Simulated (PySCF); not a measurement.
**Predicted spectroscopic data**

- GFN2-xTB geometry
- PBE0/pcSseg-1 with gauge-including orbitals
- code: PySCF 2.14
- non-relativistic, gas phase, one conformer, averaged over atoms made equivalent by symmetry, fast rotation or ring inversion

References, each an isolated molecule treated in the same way: 1H, 13C vs TMS. Where no couplings were computed, multiplicities follow the n + 1 count of equivalent neighbours, and m marks all less simple cases (inequivalent or close neighbours, rings, F or P nearby). Shifts are as computed. Against solution values, carbons near 30 ppm lie about +3 ppm off and those near 130 ppm about +5 ppm; carbons on Cl a further +6 ppm. Of 1211 compounds with measured shifts, 218 miss one by over three times the rms of a fit or turn the order of signals round; such compounds aren't used in these exercises. Carbons bonded to Cl come out too deshielded.

Compound 1 (C₆H₉ClSi). 1H NMR (500 MHz, computed): δ 6.06 (m, 1H), 5.94 (m, 1H), 5.90 (m, 1H), 5.06 (m, 1H), 4.55 (m, 1H), 3.55 (m, 1H), 2.08 (s, 3H). 13C{1H} NMR (computed): δ 177.7 (C), 142.6 (CH), 134.0 (CH), 126.0 (CH), 39.9 (CH), 24.6 (CH3). Structure: SMILES CC1=C[SiH2][C@H]1/C=C\Cl.

Compound 2 (C₄H₅ClN₂). 1H NMR (500 MHz, computed): δ 7.15 (m, 1H), 7.13 (m, 1H), 3.59 (s, 3H). 13C{1H} NMR (computed): δ 138.5 (CH), 132.9 (CH), 126.3 (C), 32.5 (CH3). Structure: `InChI=1S/C4H5ClN2/c1-7-3-6-2-4(7)5/h2-3H,1H3`.
